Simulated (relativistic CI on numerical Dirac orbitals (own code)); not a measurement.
## Se: what numerical and physical settings do to a radial Dirac CI calculation

Reference input:

```
atom Se  Z=34  charge=0  electrons=34
nucleus A=80  rms_radius_fm=4.1400
hamiltonian dirac-coulomb  breit=on  qed=on  c_scale=1
orbitals kli  potential=per-configuration
slater_scale 1
correlation none
mixing on
grid step=0.0125 r_max=201.2
scf mixing=0.4 start=green max_iterations=150 tolerance=2e-08 node_fill=0.05
configurations
  [Ar] 3d10 4s2 4p4
  [Ar] 3d10 4s2 4p3 4d
  [Ar] 3d10 4s2 4p3 5s
  [Ar] 3d10 4s 4p5
  [Ar] 3d10 4s2 4p3 5p
end
```

Computed lowest total energy -2426.64629 Ha, first excitation 1953.2 cm⁻¹, 58 SCF steps. Runs with settings changed; * marks those that are bad on purpose (the QED terms keep the true α when c is scaled):

```csv
Changed,Outcome,Lowest level,ΔE (Ha),First excitation (cm⁻¹),SCF steps,Message
"SCF tolerance 0.0001, nuclear radius 3.726 fm, SCF mixing 0.9",converged,4s²4p⁴ ³P2,-0.00316,1953.3,36,
"Breit term off, speed of light × 2, SCF mixing 0.2",converged,4s²4p⁴ ³P2,20.4,458.9,67,
end of the grid at 603.6 bohr,converged,4s²4p⁴ ³P2,-1.36e-12,1953.2,58,
"SCF mixing 0.9, end of the grid at 603.6 bohr, node fill of the KLI weights 0.2",converged,4s²4p⁴ ³P2,0.00516,2013.6,53,
speed of light × 0.05 *,not converged,,,,1,SCF of 1s2 2s2 2p6 3s2 3p6 3d10 4s2 4p4 stopped: an orbital could not be found
end of the grid at 50.3 bohr *,not converged,,,,23,orbital 4d3/2 not found
```

With so few configurations and no correlation, terms lie too far apart (by 10 to 50 % near neutrality), their order can be wrong, and levels of other configurations are missing.
